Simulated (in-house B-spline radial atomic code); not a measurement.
Computed with a B-spline radial atomic code. Model: two electrons, singlet ground state, non-relativistic, full CI in B-splines with partial waves to l = 8 (at full coupling up to 3e-4 hartree above the limit, correlation up to 0.6 % small), density held at that of full coupling by Lieb maximisation.

W(λ) is the mean repulsion in the state of coupling λ less the Hartree energy of the fixed density. Its start is exact exchange, its initial slope is twice the second-order Görling-Levy correlation energy, and its area from 0 to 1 is E_xc. A straight curve means weak, dynamic correlation, and a curve that drops fast and flattens means strong correlation.

Command:
```bash
python run_ac.py task.json out
```
Settings (lengths in bohr, energies in hartree):
```
potential              gauss
strength               1.62
lmax                   8
second                 7.27
```

Cost of the run: 38 s on 1 thread of Intel(R) Xeon(R) Processor @ 2.30GHz, on a shared host.

**W = mean repulsion less Hartree energy, and W of three functionals.**

Given: confinement Gaussian well; well depth 1.62 hartree; well width 7.27 bohr; external potential -V exp(-r^2/w^2).

Computed: LDA exchange minus exact 47.398 millihartree; SCAN exchange minus exact 0.81617 millihartree.

```json
{"coupling": "0", "W xc (hartree)": "-0.32853", "W xc minus exchange (millihartree)": "0", "kinetic minus Kohn-Sham (millihartree)": "0", "LDA (PW92) W minus its exchange (millihartree)": "0", "PBE W minus its exchange (millihartree)": "0", "SCAN W minus its exchange (millihartree)": "0"}
{"coupling": "0.02", "W xc (hartree)": "?", "W xc minus exchange (millihartree)": "?", "kinetic minus Kohn-Sham (millihartree)": "?", "LDA (PW92) W minus its exchange (millihartree)": "?", "PBE W minus its exchange (millihartree)": "?", "SCAN W minus its exchange (millihartree)": "?"}
{"coupling": "0.05", "W xc (hartree)": "-0.33338", "W xc minus exchange (millihartree)": "-4.857", "kinetic minus Kohn-Sham (millihartree)": "0.12", "LDA (PW92) W minus its exchange (millihartree)": "-18.23", "PBE W minus its exchange (millihartree)": "-7.57", "SCAN W minus its exchange (millihartree)": "-4.52"}
{"coupling": "0.12", "W xc (hartree)": "-0.33963", "W xc minus exchange (millihartree)": "-11.102", "kinetic minus Kohn-Sham (millihartree)": "0.65", "LDA (PW92) W minus its exchange (millihartree)": "-32.9", "PBE W minus its exchange (millihartree)": "-16.23", "SCAN W minus its exchange (millihartree)": "-10.22"}
{"coupling": "0.25", "W xc (hartree)": "-0.34973", "W xc minus exchange (millihartree)": "-21.206", "kinetic minus Kohn-Sham (millihartree)": "2.5", "LDA (PW92) W minus its exchange (millihartree)": "-51.58", "PBE W minus its exchange (millihartree)": "-29.08", "SCAN W minus its exchange (millihartree)": "-19.45"}
{"coupling": "0.4", "W xc (hartree)": "-0.35942", "W xc minus exchange (millihartree)": "-30.893", "kinetic minus Kohn-Sham (millihartree)": "5.62", "LDA (PW92) W minus its exchange (millihartree)": "-66.99", "PBE W minus its exchange (millihartree)": "-40.76", "SCAN W minus its exchange (millihartree)": "-28.46"}
{"coupling": "0.6", "W xc (hartree)": "-0.36983", "W xc minus exchange (millihartree)": "-41.302", "kinetic minus Kohn-Sham (millihartree)": "10.79", "LDA (PW92) W minus its exchange (millihartree)": "-82.3", "PBE W minus its exchange (millihartree)": "-53.1", "SCAN W minus its exchange (millihartree)": "-38.45"}
{"coupling": "0.8", "W xc (hartree)": "-0.37812", "W xc minus exchange (millihartree)": "-49.589", "kinetic minus Kohn-Sham (millihartree)": "16.56", "LDA (PW92) W minus its exchange (millihartree)": "-94.08", "PBE W minus its exchange (millihartree)": "-62.98", "SCAN W minus its exchange (millihartree)": "-46.71"}
{"coupling": "1", "W xc (hartree)": "-0.38485", "W xc minus exchange (millihartree)": "-56.325", "kinetic minus Kohn-Sham (millihartree)": "22.6", "LDA (PW92) W minus its exchange (millihartree)": "-103.59", "PBE W minus its exchange (millihartree)": "-71.15", "SCAN W minus its exchange (millihartree)": "-53.65"}
{"coupling": "1.4", "W xc (hartree)": "-0.39513", "W xc minus exchange (millihartree)": "-66.599", "kinetic minus Kohn-Sham (millihartree)": "34.81", "LDA (PW92) W minus its exchange (millihartree)": "-118.23", "PBE W minus its exchange (millihartree)": "-84.03", "SCAN W minus its exchange (millihartree)": "-64.7"}
{"coupling": "2", "W xc (hartree)": "-0.40564", "W xc minus exchange (millihartree)": "-77.118", "kinetic minus Kohn-Sham (millihartree)": "52.47", "LDA (PW92) W minus its exchange (millihartree)": "-133.72", "PBE W minus its exchange (millihartree)": "-97.97", "SCAN W minus its exchange (millihartree)": "-76.54"}
{"coupling": "3", "W xc (hartree)": "?", "W xc minus exchange (millihartree)": "?", "kinetic minus Kohn-Sham (millihartree)": "?", "LDA (PW92) W minus its exchange (millihartree)": "?", "PBE W minus its exchange (millihartree)": "?", "SCAN W minus its exchange (millihartree)": "?"}
{"coupling": "4.5", "W xc (hartree)": "-0.42616", "W xc minus exchange (millihartree)": "-97.632", "kinetic minus Kohn-Sham (millihartree)": "114.59", "LDA (PW92) W minus its exchange (millihartree)": "-166.67", "PBE W minus its exchange (millihartree)": "-128.37", "SCAN W minus its exchange (millihartree)": "-100"}
{"coupling": "7", "W xc (hartree)": "-0.43504", "W xc minus exchange (millihartree)": "-106.51", "kinetic minus Kohn-Sham (millihartree)": "164.52", "LDA (PW92) W minus its exchange (millihartree)": "-182.45", "PBE W minus its exchange (millihartree)": "-143.2", "SCAN W minus its exchange (millihartree)": "-109.19"}
{"coupling": "10", "W xc (hartree)": "-0.44112", "W xc minus exchange (millihartree)": "-112.59", "kinetic minus Kohn-Sham (millihartree)": "215.43", "LDA (PW92) W minus its exchange (millihartree)": "-193.88", "PBE W minus its exchange (millihartree)": "-154.02", "SCAN W minus its exchange (millihartree)": "-114.65"}
```

Task: What belongs in the row 0.02?

Result: W xc (hartree): -0.33051; W xc minus exchange (millihartree): -1.985; kinetic minus Kohn-Sham (millihartree): 0.02; LDA (PW92) W minus its exchange (millihartree): -9.35; PBE W minus its exchange (millihartree): -3.23; SCAN W minus its exchange (millihartree): -1.86.

Task: What belongs in the row 3?

Result: W xc (hartree): -0.41658; W xc minus exchange (millihartree): -88.055; kinetic minus Kohn-Sham (millihartree): 79.34; LDA (PW92) W minus its exchange (millihartree): -150.74; PBE W minus its exchange (millihartree): -113.57; SCAN W minus its exchange (millihartree): -89.17.

Task: What is the PBE exchange minus exact?

Result: 13.914 millihartree.

**Energy parts, natural occupations and partial-wave weights.**

Computed: exchange energy -0.32853 hartree; correlation energy -0.033729 hartree; kinetic part of the DFT correlation energy 0.022596 hartree; initial slope twice GL2 -0.10065 hartree; Hartree energy 0.65705 hartree; Kohn-Sham kinetic 0.25665 hartree; Lieb Oxford ratio E_xc over LDA exchange 1.2886.

| natural | occupation of the shell (electrons) |
| --- | --- |
| s | 1.9021 |
| p | 0.090468 |
| s | 0.0054372 |
| d | 0.0013068 |
| p | ? |
| f | 0.0001414 |

Task: What belongs in the row p?

Result: occupation of the shell (electrons): 0.00034392.

```
wave      weight
   s      0.9538
   p    0.045415
   d           ?
   f  7.7948e-05
   g  1.6631e-05
```

Task: What belongs in the row d?

Result: weight: 0.00068142.

Task: What is the kinetic part over minus potential part?

Result: 0.40118.

Task: What is the total energy?

Result: -2.2154 hartree.

Half-way to full coupling W has made 64 % of its drop, against 50 % for a straight line, and second-order (GL2) theory, half the initial slope, overshoots the correlation energy by about 49 %: a marked bend. Over couplings 0 to 1 the errors in E_xc come to about +12 millihartree for LDA, +3.9 millihartree for PBE, +3.0 millihartree for SCAN, so SCAN is nearest. In LDA and PBE the errors of exchange and correlation have opposite signs, so the sum is smaller than the larger of the two.
